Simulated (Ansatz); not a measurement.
A made-up structure of CHBrI (charge -1), closed shell:

Br1  (1.103, -1.172, 1.085)
C2  (0.237, 0.054, -0.607)
I3  (-1.786, 0.083, -0.337)
H4  (0.447, 1.036, -0.141)
(Å)

It is relaxed with PBE-D4/def2-SVPD and then PBE0-D4/def2-TZVPD (Ansatz 0.2.0). Atoms count as bonded within 1.22 times the sum of their covalent radii (H–H: 0.88 Å). The end point is not checked to be a true minimum.

(1) Does its bonding change? (A judgement: the text doesn't fix the answer.)

Results:

(1) The calculation gives: No: no bond forms or breaks.

Where it ends: The first stage lowers the energy by 0.37 eV in 6 steps. It ends as CHBrI ([Br][CH][I]), total charge -1:
```
4
angstrom
Br 1.0619 -1.0876 1.0005
C 0.3387 0.0134 -0.5593
I -1.9113 0.0646 -0.3328
H 0.5107 1.0096 -0.1085
```

Labels in which every atom is bracketed show which atoms are joined, not bond orders.

For scale, one of the runs: PBE0-D4/def2-TZVPD relaxation, 162 basis functions, launched by `ansatz run in.yaml --threads 2 --pin off --events-out ev --progress --plain --max-ram 4352MiB`. The run took about 43 s on 2 CPU threads of an Arm Neoverse V1 (shared host).
